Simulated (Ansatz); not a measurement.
`C[CH2][Ga]([Cl])[Cl]`, one more setting.

```yaml
crystal:
  periodic: [false, false, false]
  atoms:
    - {symbol: C, position_ang: [0.183495, -1.173576, 0.685324]}
    - {symbol: C, position_ang: [0.543264, 0.272243, 0.374176]}
    - {symbol: Ga, position_ang: [-0.568168, 1.103948, -1.004254]}
    - {symbol: Cl, position_ang: [-2.157024, 0.057562, -1.987891]}
    - {symbol: Cl, position_ang: [-0.314184, 3.123019, -1.665990]}
    - {symbol: H, position_ang: [-0.844862, -1.268560, 1.039924]}
    - {symbol: H, position_ang: [0.838933, -1.578991, 1.460981]}
    - {symbol: H, position_ang: [0.278460, -1.813640, -0.194199]}
    - {symbol: H, position_ang: [1.578491, 0.367929, 0.032127]}
    - {symbol: H, position_ang: [0.461585, 0.910076, 1.259802]}
basis:
  gaussian: {orbitals: "6-31G*", point_charges: [{charge: 2.00, position_ang: [4.897, 0.277, -0.846]}]}
total_charge: 1
magnetization: {spin_polarized: true, initial_magnetization: 1}
hamiltonian: {xc: {name: CAM-B3LYP}}
output: {forces: true}
```

```sh
$ ansatz run in.yaml --threads 4 --pin off --events-out ev --progress --plain --max-ram 10444MiB
```

Shortened log:

```
Functional definition: CAM-B3LYP
  name "CAM-B3LYP"
  cite "Yanai, Tew & Handy, Chem. Phys. Lett. 393, 51 (2004) doi:10.1016/j.cplett.2004.06.011"
  cite "Iikura, Tsuneda, Yanai & Hirao, J. Chem. Phys. 115, 3540 (2001) doi:10.1063/1.1383587"
  cite "Becke, Phys. Rev. A 38, 3098 (1988) doi:10.1103/PhysRevA.38.3098"
  cite "Lee, Yang & Parr, Phys. Rev. B 37, 785 (1988) doi:10.1103/PhysRevB.37.785"
  cite "Vosko, Wilk & Nusair, Can. J. Phys. 58, 1200 (1980) doi:10.1139/p80-159"
  parameter alpha = 0.19
  parameter beta = 0.46
  parameter omega = 0.33/bohr
  parameter ac = 0.81
  # Exact exchange under (alpha + beta erf(omega r))/r, Becke's under what is left of 1/r.
  exchange = (1 - alpha - beta)*b88_x + beta*b88_x_sr(omega) + alpha*exact_x + beta*exact_x_lr(omega)
  correlation = (1 - ac)*vwn5_c + ac*lyp_c
1086 factors; integrals over basis functions are off by at most 5.5e-4 eV
341 factors; integrals over basis functions are off by at most 1.0e-5 eV
mean field evaluation 1: about -79552.2795 eV, gradient 4.1e1 eV
mean field evaluation 2: about -79538.5526 eV, gradient 6.0e1 eV
mean field evaluation 4: about -79560.3231 eV, gradient 4.6e0 eV
mean field evaluation 8: about -79560.5248 eV, gradient 5.6e-1 eV
mean field evaluation 16: about -79560.5449 eV, gradient 2.3e-1 eV
mean field evaluation 32: about -79560.2433 eV, gradient 6.0e0 eV
mean field -79560.62744244 eV, -2923.7991303796 hartree, gradient 3.0e-6 eV, S^2 0.762420; 6 other end points of the search recorded, 0 dependent functions left out
the calculation of the forces begins
reference -79560.62757138 eV, -2923.7991351178 hartree; 41, 40 occupied and 72, 73 virtual orbitals, 1086 factors
Total energy: -79560.62757138 eV, -2923.7991351178 hartree
Atom 0 at     0.183495    -1.173576     0.685324 Å, force    -0.481430     0.081788    -0.705571 eV/Å
Atom 1 at     0.543264     0.272243     0.374176 Å, force     0.828403    -1.302186     1.531197 eV/Å
Atom 2 at    -0.568168     1.103948    -1.004254 Å, force    -1.092377     1.617969    -1.019028 eV/Å
Atom 3 at    -2.157024     0.057562    -1.987891 Å, force    -0.054008    -0.248047     0.071462 eV/Å
Atom 4 at    -0.314184     3.123019    -1.665990 Å, force     0.177136    -0.644090     0.318617 eV/Å
Atom 5 at    -0.844862    -1.268560     1.039924 Å, force     0.039355    -0.016629     0.190836 eV/Å
Atom 6 at     0.838933    -1.578991     1.460981 Å, force     0.128234     0.096187     0.256789 eV/Å
Atom 7 at     0.278460    -1.813640    -0.194199 Å, force     0.059286    -0.139345     0.011695 eV/Å
Atom 8 at     1.578491     0.367929     0.032127 Å, force     0.065048     0.178564    -0.451171 eV/Å
Atom 9 at     0.461585     0.910076     1.259802 Å, force    -0.399225     0.375677    -0.139477 eV/Å
Dipole moment:    -0.332116    -0.563919     0.407173 e Å
```

Hardware: 4 threads of an Arm Neoverse V1 on a shared host. Wall time 12 s, peak host memory 0.5 GiB.
